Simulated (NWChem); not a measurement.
[F][Ge]([F])([Cl])[Cl] (GeCl2F2), optimised at PBE0/def2-SVP with NWChem:

highest occupied level (eV): -10.02
orbital gap (eV): 8.15
dipole (D): 1.19
highest harmonic frequency (cm⁻¹): 776
zero-point energy (kcal/mol): 4.9

Question: One F atom is replaced by H, giving [GeH]([Cl])([Cl])[F] (GeHCl$_{2}$F), optimised at the same level. How do these values move?

Answer: 
```
quantity                           new value  change
---------------------------------  ---------  ------
highest occupied level (eV)            -9.48   +0.54
orbital gap (eV)                        8.52   +0.37
dipole (D)                              1.87   +0.68
highest harmonic frequency (cm⁻¹)       2236   +1460
zero-point energy (kcal/mol)             8.4    +3.5
```
